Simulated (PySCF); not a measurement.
C$_{4}$H$_{6}$F$_{2}$N$_{2}$Si: full NMR table

| Property | Result |
| --- | --- |
| Formula | C4H6F2N2Si |
| SMILES | FCc1c(F)cnn1[SiH3] |
| InChI | InChI=1S/C4H6F2N2Si/c5-1-4-3(6)2-7-8(4)9/h2H,1H2,9H3 |
| Point group of the computed structure | C1 |
| Degrees of unsaturation | 3 |
| Carbon signals | 4 |
| Proton signals | 3 |

Structure with atom numbers: `[F:1][CH2:2][c:3]1[c:4]([F:5])[cH:6][n:7][n:8]1[SiH3:9]`. Hydrogens are named by the atom that carries them.

How the numbers were obtained: GIAO PBE0/pcSseg-1 shieldings, GFN2-xTB structure, in PySCF 2.14.0 with density-fitted response routines (fast rotation and ring inversion assumed for equivalent nuclei, in vacuum, relativity neglected, one conformer).

Shifts are taken against calculated references (same method and geometry level): TMS for 1H and 13C and 29Si; CFCl3 for 19F; 15N vs NH3.

| carbon | δC, type | δH (multiplicity) | HMBC from (2–3 bonds) | span of the C tensor (ppm) |
| --- | --- | --- | --- | --- |
| C2 | 78.5, CH2 | 6.03 (m) | – | 87 |
| C3 | 133.7, C | – | H(C6), H(C2), H(Si9) | 141 |
| C4 | 159.1, C | – | H(C6), H(C2) | 84 |
| C6 | 134.8, CH | 7.64 (m) | – | 158 |

Other nuclei:
| atoms | nucleus | environment | δ (ppm) | σ (ppm) |
| --- | --- | --- | --- | --- |
| H(Si9) | 1H | hydrogen on a silicon bonded to N | 5.16 | 26.56 |
| F5 | 19F | aryl fluorine | -188.6 | 359.5 |
| F1 | 19F | fluorine on an sp3 carbon | -253.5 | 424.5 |
| Si9 | 29Si | silicon bonded to N, 3 H | -41.2 | 390.4 |
| N7 | 15N | pyridine-type nitrogen of an azole | 354.4 | -86.6 |
| N8 | 15N | pyrrole-type ring nitrogen | 213.9 | 53.8 |

1. Carbon types of the structure: 2 × C, 1 × CH, 1 × CH2, leaving 3 H on heteroatoms.
2. δC 159.1: aromatic carbon bearing fluorine; σ withdrawal by the attached heteroatom moves it downfield of the ring CH carbons.
3. δC 134.8: aromatic CH next to a ring nitrogen.
4. δC 133.7: substituted aromatic carbon next to a ring nitrogen.
5. δC 78.5: sp3 CH2 bonded to F, on an aromatic ring; pulled downfield by the heteroatom.
6. δH 7.64: hydrogen on an aromatic CH next to a ring nitrogen; ring-current deshielding.

Splittings by 19F in the carbon and heteronuclear signals aren't shown, as no couplings were computed. Shifts are as computed. Against solution values, carbons near 30 ppm lie about +3 ppm off and those near 130 ppm about +5 ppm. Of 1309 compounds with measured shifts, 239 miss one by over three times the rms of a fit or turn the order of signals round; such compounds aren't used in these exercises. Unscaled 19F shifts against computed CFCl3 carry errors that often reach 10 to 50 ppm. Experimental scales use liquid or dissolved standards, which lie at an offset from isolated NH3 (liquid NH3: subtract about 20 ppm). Unscaled 15N shifts of sp2 nitrogen come out 20 to 40 ppm too high even then. No couplings were computed; multiplicities are counted from neighbouring protons, with m where these are inequivalent, close in shift, in a saturated or five-membered ring or joined by F or P, and br s for small geminal =CH2 splittings.
